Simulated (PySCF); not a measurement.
System: CH7N2Si (charge 0, doublet). It need not be the lowest isomer of its formula. SMILES: C[Si](N)N
Geometry from a B3LYP-D3(BJ)/def2-TZVP (Ansatz) optimisation:
```
Si
N 1 1.7224
H 2 1.0050 1 123.30
H 2 1.0087 3 113.13 1 168.49
N 1 1.7334 2 105.35 3 147.56
H 5 1.0089 1 119.92 2 -59.85
H 5 1.0090 6 110.72 1 146.00
C 1 1.8884 2 114.70 3 -96.96
H 8 1.0907 1 110.55 2 60.84
H 8 1.0922 9 107.96 1 -122.02
H 8 1.0944 9 108.35 10 -117.70
```
Charge 0, spin multiplicity 2.

Dispersion corrections to the total energy (kcal/mol) from the dftd3 and dftd4 libraries through PySCF: D3(BJ) without and D4 with the three-body term, each with the damping fitted for the functional named.

| functional | D3(BJ) | D4 |
|---|---|---|
| BP86 | -8.17 | … |
| BLYP | -10.92 | … |
| BHLYP | -7.11 | -5.85 |
| B2GP-PLYP | -3.51 | -2.04 |
| CAM-B3LYP | … | -4.13 |
| TPSSh | -5.89 | -5.97 |
| PW6B95 | -2.61 | -4.36 |

Task: Some entries are withheld; supply them.

Result: 
- BP86, D4: -6.48
- BLYP, D4: -10.84
- CAM-B3LYP, D3(BJ): -4.01
